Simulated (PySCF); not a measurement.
A structure optimised at PBE0-D3(BJ)/def2-SVP (Å):
```
atom  x, y, z in Å
C1     2.0559    2.1221    0.2574
Sn2    1.3702    0.0698    0.2119
C3     2.4668   -0.9474   -1.3524
C4     1.9116   -0.8397    2.1001
Sn5   -1.3770   -0.0692   -0.2176
C6    -2.1429   -2.0328    0.2752
C7    -2.4331    1.3720    1.0047
C8    -1.8750    0.3307   -2.2856
H9     1.8972    2.6017   -0.7193
H10    1.5101    2.6933    1.0220
H11    3.1301    2.1501    0.4943
H12    2.2310   -0.5091   -2.3329
H13    2.2085   -2.0160   -1.3726
H14    3.5476   -0.8491   -1.1718
H15    1.5917   -1.8911    2.1265
H16    1.4312   -0.3055    2.9325
H17    3.0027   -0.7972    2.2356
H18   -1.6258   -2.8061   -0.3110
H19   -3.2189   -2.0802    0.0507
H20   -1.9947   -2.2437    1.3441
H21   -3.5165    1.2745    0.8404
H22   -2.1267    2.3949    0.7425
H23   -2.2211    1.2021    2.0702
H24   -2.9638    0.2616   -2.4265
H25   -1.3862   -0.4006   -2.9455
H26   -1.5448    1.3394   -2.5730
```

Neutral, closed shell.

(1) Which heavy atoms are bonded, and with what formal order?

(2) Write the SMILES.

(3) Classify the heavy atoms.

(4) What is the arrangement about Sn2?

(5) What is the arrangement about C1?

Results:

(1) C1–Sn2 2.16 Å (single); Sn2–C3 2.16 Å (single); Sn2–C4 2.16 Å (single); Sn2–Sn5 2.78 Å (single); Sn5–C6 2.16 Å (single); Sn5–C7 2.16 Å (single); Sn5–C8 2.16 Å (single). Bonds to hydrogen (Å): C1–H9 1.10; C1–H10 1.10; C1–H11 1.10; C3–H12 1.10; C3–H13 1.10; C3–H14 1.10; C4–H15 1.10; C4–H16 1.10; C4–H17 1.10; C6–H18 1.10; C6–H19 1.10; C6–H20 1.10; C7–H21 1.10; C7–H22 1.10; C7–H23 1.10; C8–H24 1.10; C8–H25 1.10; C8–H26 1.10.

(2) `[CH3][Sn]([CH3])([CH3])[Sn]([CH3])([CH3])[CH3]`, C6H18Sn2.

(3) C1 (×6): methyl carbon; Sn2/Sn5: tin bonded to 3 C and Sn.

(4) It has 4 neighbours (C1, C3, C4, Sn5) and is tetrahedral (angles from 107.5° to 111.4°).

(5) It has 4 neighbours (Sn2, H9, H10, H11) and is tetrahedral (angles from 108.6° to 110.5°).

These are computed values.
